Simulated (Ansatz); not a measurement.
Sr₈O₈ (started as a model of: 1x4x4 SrO rock-salt block), 16 atoms. Hardware: 4 threads of Arm Neoverse V1 on a shared host.

In the def2 sets Sr takes a core potential; there is no spin–orbit coupling. Correlated methods freeze 8 core orbitals; core or outer-core shells of Sr are correlated, in sets that lack core-valence functions.

Task: How many basis functions does each of these Ansatz runs have, and roughly what does it cost? PBE0-D4/def2-SVP, charge 0 triplet at the geometry of the charge 0 singlet, energy; r2SCAN-D4/def2-SVP, charge 0 singlet, energy and forces, from earlier orbitals; MP2/def2-SVP, charge 0 singlet, energy, from earlier orbitals; PBE0-D4/def2-SVP, charge -1 doublet at the geometry of the charge 0 singlet, energy; PBE0-D4/def2-SVP, charge 0 singlet, energy and forces, from earlier orbitals; PBE-D4/def2-SVP, charge 1 doublet at the geometry of the charge 0 singlet, energy, from earlier orbitals; PBE-D4/def2-SVP, charge -1 doublet at the geometry of the charge 0 singlet, energy, from earlier orbitals; PBE0-D4/def2-SVP, charge 1 doublet at the geometry of the charge 0 singlet, energy; PBE-D4/def2-SVP, charge 0 singlet, energy, from earlier orbitals; HF/STO-3G, charge 0 singlet, energy; PBE-D4/def2-SVP, charge 0 triplet at the geometry of the charge 0 singlet, energy, from earlier orbitals; PBE-D4/def2-SVP, charge 0 singlet, relaxation, 19 steps.

Result: Other jobs shared the machine, so times can vary by a factor of up to 3.

| run | functions | fitting or Cholesky vectors | wall time | peak host memory (GiB) |
| --- | --- | --- | --- | --- |
| PBE-D4/def2-SVP, charge 0 singlet, energy, from earlier orbitals | 296 | 3392 | 21 s | 0.93 |
| MP2/def2-SVP, charge 0 singlet, energy, from earlier orbitals | 296 | 2872 | 29 s | 1.6 |
| HF/STO-3G, charge 0 singlet, energy | 216 | 2381 | 32 s | 2.2 |
| PBE0-D4/def2-SVP, charge 0 singlet, energy and forces, from earlier orbitals | 296 | 2872 | 37 s | 1.8 |
| PBE-D4/def2-SVP, charge -1 doublet at the geometry of the charge 0 singlet, energy, from earlier orbitals | 296 | 3392 | 40 s | 1.1 |
| r2SCAN-D4/def2-SVP, charge 0 singlet, energy and forces, from earlier orbitals | 296 | 3392 | 44 s | 1.1 |
| PBE0-D4/def2-SVP, charge -1 doublet at the geometry of the charge 0 singlet, energy | 296 | 2874 | 66 s | 2.5 |
| PBE-D4/def2-SVP, charge 1 doublet at the geometry of the charge 0 singlet, energy, from earlier orbitals | 296 | 3392 | 1.9 min | 2.4 |
| PBE-D4/def2-SVP, charge 0 triplet at the geometry of the charge 0 singlet, energy, from earlier orbitals | 296 | 3392 | 2.3 min | 2.4 |
| PBE0-D4/def2-SVP, charge 1 doublet at the geometry of the charge 0 singlet, energy | 296 | 2872 | 2.7 min | 2.7 |
| PBE0-D4/def2-SVP, charge 0 triplet at the geometry of the charge 0 singlet, energy | 296 | 2872 | 3 min | 2.8 |
| PBE-D4/def2-SVP, charge 0 singlet, relaxation, 19 steps | 296 | 3392 | 4.4 min | 0.91 |
